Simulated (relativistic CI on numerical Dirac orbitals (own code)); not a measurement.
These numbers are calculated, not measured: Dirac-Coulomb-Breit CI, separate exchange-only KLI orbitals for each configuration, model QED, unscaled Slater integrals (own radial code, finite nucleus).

The strongest absorption lines from the ground level of an ion, among the configurations computed and to levels below about 373 eV (vacuum wavelength in nm, gf): 5.0966 (0.23), 5.2125 (0.2), 5.3006 (3.6), 10.858 (4.1), 10.858 (0.3), 10.983 (0.43), 11.111 (1.9), 12.157 (3.3).

Which ion is it?
A. Kr17+
B. Se15+
C. Ni9+
D. Ge13+

D. Ge13+ has 19 electrons and the ground level 3s2.3p6.3d 2D_3/2; the strongest line goes to 3s2.3p5.3d2 2D°_3/2. The pattern of lines fixes the number of electrons, and along that sequence the line energies rise steadily with the charge (about as its square where n changes within one kind of shell, about linearly where n is kept but much faster in heavy ions where fine structure, which grows about as Z⁴, sets the gap, and irregularly where shells cross), which fixes Z. Configurations outside the model, such as inner-shell arrays, can give stronger lines. At this charge energies of transitions that change n are usually good to better than 1 %, and those within a shell (Δn = 0) to a few per cent.

LS names give the leading component of a level, which can be under half, so a name can repeat, a term be missing and a line seem to break the LS rules.
